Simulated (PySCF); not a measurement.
Computed shifts of a molecule C₄H₄ClF, B3LYP/pcSseg-1 (PySCF), GIAO, gas phase, atoms alike by connectivity averaged where their shifts nearly agree, in ppm (number of nuclei): ¹³C: 204.8 (1), 139.8 (1), 131.4 (1), 31.6 (1). ¹⁹F: -148.4 (1). ¹H: 7.55 (1), 2.52 (3). References: ¹³C against TMS (σ = 181.3 ppm); ³⁵Cl against HCl (σ = 933.3 ppm); ¹⁹F against CFCl3 (σ = 161.7 ppm); ¹H against TMS (σ = 31.68 ppm), references at their B3LYP-D3(BJ)/def2-TZVP geometries, non-relativistic (without spin–orbit terms, shifts of atoms bonded to Cl or Br come out too high). Coordinates come from a B3LYP-D3(BJ)/def2-SVP optimisation. Other conformers were not sampled.

Question: Pick the molecule that these values belong to.
(A) CC(F)=C=CCl
(B) FC=C=CCCl
(C) C=C(F)/C=C\Cl
(D) CC(Cl)=C=CF

Answer: D, CC(Cl)=C=CF
